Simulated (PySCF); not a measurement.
# Charge-transfer reorganisation: `InChI=1S/C6H3N/c1-2-3-4-5-6-7/h1H,7H2`

Geometry (Å), atoms numbered from 1 in this order:
```xyz
10

C    -4.075    0.027   -0.805
C    -2.879    0.119   -0.609
C    -1.542    0.222   -0.390
C    -0.337    0.314   -0.192
C     0.994    0.416    0.027
C     2.194    0.503    0.231
N     3.509    0.633    0.402
H    -5.124   -0.053   -0.978
H     3.816    1.216    1.170
H     4.073   -0.197    0.273
```

Method: PySCF 2.14.0, UKS PBE0/6-31G* four-point reorganisation energy, gas phase. Geometry: PBE0/6-31G*.

Task: What is the inner reorganisation energy for hole transfer, with the ionisation energy?

Result: λ = 0.254 (surface of the oxidised species) + 0.150 (surface of the starting species) = 0.404 eV. The ionisation energy is 7.72 eV vertical and 7.46 eV adiabatic without zero-point energy; at the relaxed geometry of the oxidised species the two energies differ by 7.31 eV. Largest bond changes: C6–N7 1.332 → 1.282 Å, C4–C5 1.353 → 1.315 Å, C2–C3 1.358 → 1.332 Å, C5–C6 1.220 → 1.245 Å, C3–C4 1.225 → 1.246 Å. ⟨S²⟩ of the relaxed oxidised species 0.790.
